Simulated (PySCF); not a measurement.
# Relaxation of doublet WF₃

Computed with PySCF, UPBE, basis W def2-SVP with ECP60, F def2-SVP (scalar-relativistic core potentials, no spin–orbit coupling, density fitting). A (50,194) grid was used.

A start at or just off a symmetric point, pushed along the force that breaks its symmetry, with no symmetry imposed:

```xyz
4
charge 0 multiplicity 2, angstrom
W    -0.0166    0.0198   -0.0077
F     1.9103   -0.0576    0.0249
F    -0.8692    1.5352    0.0236
F    -0.8803   -1.6697    0.0256
```

Optimiser trace:
```csv
step,E − E(last) (kJ/mol),largest gradient (Eh/bohr)
0,27.71,0.08295
1,3.18,0.00912
2,3.45,0.00984
3,0.93,0.00254
4,0.15,0.00253
5,0.04,0.00077
6,0.03,0.00066
7,0.02,0.00075
8,0.01,0.00094
9,0.00,0.00065
10,0.00,0.00015
```

It ends at Cs with W–F 1.836 Å, W–F 1.851 Å (×2); F–W–F 105.4°, F–W–F 127.3° (×2) (after a last refinement on a finer grid). The frequency run here used a shortcut that can spoil soft modes, so no verdict on minimum or saddle point is given.

Final geometry:
```xyz
4
charge 0 multiplicity 2, angstrom
W    -0.0159    0.0276   -0.0062
F     1.8202   -0.2086    0.0192
F    -0.9331    1.6177    0.0158
F    -0.7307   -1.6801    0.0198
```

The determinant is spin-contaminated (⟨S²⟩ = 1.02, pure value 0.75). With open d or f shells other occupations or spin states may lie lower. At this level a quartet minimum of D3h symmetry lies 18 kJ/mol below this structure. No spin–orbit coupling is included, which matters more the heavier the element.

The relaxation took about 60 core-seconds on a shared host.
